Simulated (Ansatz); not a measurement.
Computed with Ansatz on PBE0-D4/def2-TZVP structures; ΔE is electronic, products minus reactants. CCSD(T)/CBS adds triple-zeta CCSD(T) − MP2 to the extrapolated MP2 energy (def2 sets, frozen cores). This one scheme is used for every species. DFT in def2-TZVPP. B3LYP here is the variant with VWN-RPA as its local correlation; programs differ in this. One conformer a species, not always the lowest.

Reaction (substitution at a C–C bond): `CCNCN` + `C[Si]O` → `CO[Si]C` + `CNCN`

`CCNCN`:

Z-matrix (Å, degrees):
```
C
C 1 1.524
H 1 1.093 2 110.8
H 1 1.093 2 111.8 3 -120.0
H 1 1.094 2 110.9 3 119.6
N 2 1.447 1 116.3 3 -177.6
H 2 1.096 1 109.4 3 60.2
H 2 1.094 1 109.3 3 -55.6
C 6 1.441 2 115.6 1 -63.4
H 6 1.014 2 111.5 1 61.9
N 9 1.445 6 107.9 2 -175.6
H 9 1.103 6 106.7 2 -51.9
H 9 1.103 6 114.3 2 65.6
H 11 1.013 9 110.0 6 63.9
H 11 1.011 9 111.2 6 -175.8
```

`C[Si]O`:

```xyz
7

C    -0.476   -0.664   -0.198
Si    1.051    0.247   -0.883
O     1.214    1.450    0.242
H    -0.282   -1.022    0.822
H    -0.760   -1.523   -0.809
H    -1.336    0.017   -0.148
H     0.590    1.495    0.973
```

`CO[Si]C`:

```xyz
10

C    -0.943   -0.941   -0.812
O    -1.094   -0.763    0.576
Si   -0.295    0.131    1.703
C     1.056    1.005    0.677
H    -1.863   -0.636   -1.316
H    -0.109   -0.362   -1.217
H    -0.772   -2.001   -1.020
H     0.628    1.640   -0.108
H     1.727    0.288    0.188
H     1.663    1.640    1.328
```

`CNCN`:

Cartesian coordinates in Å:
```
C 0.980 -1.048 -0.161
N 0.551 0.242 -0.654
C -0.343 0.952 0.246
N -1.691 0.447 0.276
H 0.128 -1.731 -0.112
H 1.703 -1.488 -0.849
H 1.435 -1.011 0.844
H 1.355 0.821 -0.857
H 0.026 0.948 1.285
H -0.369 1.994 -0.085
H -1.739 -0.452 0.737
H -2.034 0.326 -0.670
```

```tsv
level	ΔE (kcal/mol)	difference from CCSD(T)/CBS
PBE-D4	12.0	-1.9
r2SCAN-D4	12.5	-1.4
PBE0-D4	12.9	-1.0
B3LYP-D4	11.2	-2.7
ωB97X-V	12.4	-1.5
ωB97M-V	13.0	-0.9
B2PLYP	12.3	-1.6
PBE	12.1	-1.8
r2SCAN	12.5	-1.4
PBE0	13.0	-0.9
B3LYP	11.5	-2.4
HF/def2-TZVPP	11.9	-2.0
MP2/def2-TZVPP	14.2	0.3
SCS-MP2/def2-TZVPP	13.2	-0.7
CCSD/def2-TZVPP	13.3	-0.6
CCSD(T)/def2-TZVPP	13.2	-0.7
HF/def2-QZVPP	11.8	-2.1
MP2/def2-QZVPP	14.6	0.7
SCS-MP2/def2-QZVPP	13.6	-0.3
HF/CBS(def2)	11.8	-2.1
MP2/CBS(def2)	14.9	1.0
CCSD/CBS(def2)	14.0	0.1
CCSD(T)/CBS	13.9	0
```

Largest T1 diagnostic among the species: 0.014.

From PBE to PBE0 (25 % exact exchange), in def2-TZVPP and without D4, ΔE moves by +0.9 kcal/mol. In def2-TZVPP, CCSD(T) changes the Hartree–Fock value by +1.4 kcal/mol (the triples alone add −0.1 kcal/mol) and MP2 by +2.4 kcal/mol.
